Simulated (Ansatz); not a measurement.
A made-up structure of BSiH3O2, singlet:

```csv
atom,x (Å),y (Å),z (Å)
O1,-1.0930,0.7241,-1.1264
Si2,1.2153,-0.9354,0.0986
B3,-0.0315,0.4771,0.0916
O4,0.0245,-1.1465,0.6998
H5,-1.9339,1.1332,-0.9138
H6,-0.2603,1.2017,0.9548
H7,2.3245,-1.8033,-0.0825
```

It is relaxed with PBE-D4/def2-SVP and then PBE0-D4/def2-TZVP (Ansatz 0.2.0). Atoms count as bonded within 1.22 times the sum of their covalent radii (H–H: 0.88 Å). The end point is not checked to be a true minimum.

Problem. Does its bonding change? (Judge from chemistry; the calculation decides.)

Solution. By the calculation: Yes. Formed: none; broken: Si2–B3.

Where it ends: The first stage lowers the energy by 5.32 eV in 19 steps. It ends as BSiH₃O₂ ([OH][BH][O][SiH]):
O1  (-1.238, 0.498, -0.936)
Si2  (2.081, -0.922, -0.276)
B3  (-0.447, 0.482, 0.168)
O4  (0.614, -0.351, 0.182)
H5  (-1.977, 1.103, -0.851)
H6  (-0.679, 1.171, 1.122)
H7  (1.892, -2.331, 0.312)
(Å)

Labels in which every atom is bracketed show which atoms are joined, not bond orders.

For scale, one of the runs: PBE0-D4/def2-TZVP relaxation, 148 basis functions, launched by `ansatz run in.yaml --threads 2 --pin off --events-out ev --progress --plain --max-ram 4352MiB`. The run took about 26 s on 2 CPU threads of an Arm Neoverse V2 (shared host).
